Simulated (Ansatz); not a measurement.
Start from `N[SiH2]O[SiH2]N` and change one atom or group to get `N[SiH2]O[SiH](N)F`.

Ansatz, PBE0-D4/def2-TZVP geometries, multiplicity 1. Each molecule was computed in one conformer, which needn't be the lowest.

```json
{"property": "LUMO energy (B3LYP/def2-TZVPP) / eV", "`N[SiH2]O[SiH2]N`": "0.33"}
{"property": "HOMO–LUMO gap (PBE0/def2-TZVPP) / eV", "`N[SiH2]O[SiH2]N`": "8.26"}
{"property": "LUMO energy (ωB97M-V/def2-TZVPP) / eV", "`N[SiH2]O[SiH2]N`": "2.03"}
{"property": "HOMO–LUMO gap (ωB97M-V/def2-TZVPP) / eV", "`N[SiH2]O[SiH2]N`": "12.09"}
{"property": "HOMO–LUMO gap (PBE/def2-TZVPP) / eV", "`N[SiH2]O[SiH2]N`": "5.99"}
{"property": "HOMO energy (ωB97M-V/def2-TZVPP) / eV", "`N[SiH2]O[SiH2]N`": "-10.05"}
```

Give the same properties after the change, and the shifts. (Best estimate.)

Computed: 
```
                               property  `N[SiH2]O[SiH](N)F`  shift
    LUMO energy (B3LYP/def2-TZVPP) / eV                 0.15  -0.18
   HOMO–LUMO gap (PBE0/def2-TZVPP) / eV                 8.27   0.01
  LUMO energy (ωB97M-V/def2-TZVPP) / eV                 1.90  -0.13
HOMO–LUMO gap (ωB97M-V/def2-TZVPP) / eV                12.15   0.06
    HOMO–LUMO gap (PBE/def2-TZVPP) / eV                 5.93  -0.06
  HOMO energy (ωB97M-V/def2-TZVPP) / eV               -10.25  -0.20
```

B3LYP here is the variant with VWN-RPA as its local correlation; programs differ in this.
